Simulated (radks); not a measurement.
V+, configuration [Ar] 3d4 (the NIST ground configuration). Method: Dirac Kohn-Sham, PBE, spin-unpolarised, spherical densities, finite nucleus; open shells fill j = l - 1/2 first; Fermi nuclear charge, rms radius 3.6002 fm; computed with a radial shooting solver on a logarithmic mesh with Libxc functionals.

Normalised radial functions P(r) = r R(r) (large component), r in bohr:

r,2p3/2,3p1/2
0.006798,0.0162,0.0068
0.008781,0.0264,0.0107
0.01125,0.0421,0.0167
0.01454,0.0675,0.0262
0.01863,0.1056,0.0404
0.02406,0.1656,0.0624
0.03083,0.2517,0.0938
0.03983,0.3796,0.1399
0.05104,0.5507,0.2006
0.06593,0.7816,0.2808
0.08517,1.0624,0.3743
0.1091,1.3588,0.4649
0.141,1.6407,0.5326
0.1807,1.8202,0.5359
0.2334,1.8319,0.4311
0.2991,1.6345,0.1966
0.3863,1.2467,-0.1694
0.495,0.7988,-0.5724
0.6395,0.4008,-0.9157
0.826,0.1503,-1.0614
1.059,0.0410,-0.9727
1.367,0.0069,-0.7153
1.752,0.0007,-0.4289
2.263,0.0000,-0.1981
2.9,0.0000,-0.0708
3.747,0.0000,-0.0171
4.801,0.0000,-0.0028
6.202,0.0000,-0.0002

2p3/2: eigenvalue -502.93 eV, 0 radial nodes, <r> = 0.275 bohr, 90 % of the charge inside 0.451 bohr. 3p1/2: eigenvalue -47.675 eV, 1 radial node at r = 0.346 bohr, <r> = 1.02 bohr, 90 % of the charge inside 1.58 bohr.
